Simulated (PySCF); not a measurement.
Species: C5H8NO (charge +1).
Structure used (GFN2-xTB), in Å, numbered top down from 1:
```xyz
15
C5H8NO angstrom
C     -1.8906    0.5159    0.4484
C     -1.0980   -0.2883   -0.5778
N      0.3087   -0.2987   -0.2342
C      1.2078    0.6926   -0.5242
C      2.3868    0.3059    0.0287
O      2.1997   -0.8760    0.6327
C      0.9554   -1.2133    0.4646
H     -1.5462    1.5458    0.4905
H     -2.9378    0.5194    0.1621
H     -1.8090    0.0752    1.4385
H     -1.4547   -1.3189   -0.6117
H     -1.2014    0.1589   -1.5684
H      0.9507    1.5672   -1.0867
H      3.3609    0.7559    0.0556
H      0.5632   -2.1339    0.8601
```

Vertical excitations from PySCF (density fitting, frozen core in the response, grid level 2 and gas phase unless stated; continuum runs use non-equilibrium linear response for the excitations) on a GFN2-xTB geometry. Reference run:

```csv
settings,"S1, eV (f)","S2, eV (f)","S3, eV (f)","S4, eV (f)","S5, eV (f)","S6, eV (f)","T1, eV (Tamm–Dancoff)",mean α (au)
"PBE0/def2-SVPD, full TDDFT, 6 singlets",6.15 (0.120),7.29 (0.004),7.39 (0.007),7.91 (0.062),8.09 (0.386),8.52 (0.010),4.18,60.5
```

What do these settings give: (1) mPW1PW91/Sadlej pVTZ, energy threshold 1e-06 Eh, full TDDFT, 25 singlets; (2) B97-D/def2-SVPD, IEF-PCM cyclohexane, grid level 4, damping 0.1 at the start, DIIS from the seventh cycle, full TDDFT, 3 singlets?

```csv
settings,"S1, eV (f)","S2, eV (f)","S3, eV (f)","S4, eV (f)","S5, eV (f)","S6, eV (f)","T1, eV (Tamm–Dancoff)",mean α (au)
"mPW1PW91/Sadlej pVTZ, energy threshold 1e-06 Eh, full TDDFT, 25 singlets",6.10 (0.119),7.25 (0.003),7.44 (0.008),7.92 (0.185),8.06 (0.236),8.21 (0.028),–,61.1
"B97-D/def2-SVPD, IEF-PCM cyclohexane, grid level 4, damping 0.1 at the start, DIIS from the seventh cycle, full TDDFT, 3 singlets",5.76 (0.126),6.33 (0.017),6.65 (0.018),–,–,–,4.13,69.2
```

(1) S1 moves by -0.05 eV; functional and basis change together, so the shift can't be laid on one. (2) S1 moves by -0.39 eV; functional and environment change together, so the shift can't be laid on one. States are counted by energy in each run and needn't keep their character from row to row.

Which orbital pairs make up S1 in each run, and how does it sit against the orbital gap?

```json
{"settings": "PBE0/def2-SVPD, full TDDFT, 6 singlets", "S1 configurations (weight)": "H→L 0.95", "S1 (eV)": "6.15", "orbital gap (eV)": "6.87", "S1 − gap (eV)": "-0.72"}
{"settings": "mPW1PW91/Sadlej pVTZ, energy threshold 1e-06 Eh, full TDDFT, 25 singlets", "S1 configurations (weight)": "H→L 0.95", "S1 (eV)": "6.10", "orbital gap (eV)": "6.84", "S1 − gap (eV)": "-0.74"}
{"settings": "B97-D/def2-SVPD, IEF-PCM cyclohexane, grid level 4, damping 0.1 at the start, DIIS from the seventh cycle, full TDDFT, 3 singlets", "S1 configurations (weight)": "H→L 0.90", "S1 (eV)": "5.76", "orbital gap (eV)": "4.80", "S1 − gap (eV)": "+0.96"}
```

The structure is a single GFN2-xTB conformer; no vibrational corrections.

Note: B97-D ran without an empirical dispersion term, which enters the total energy and its gradient alone.
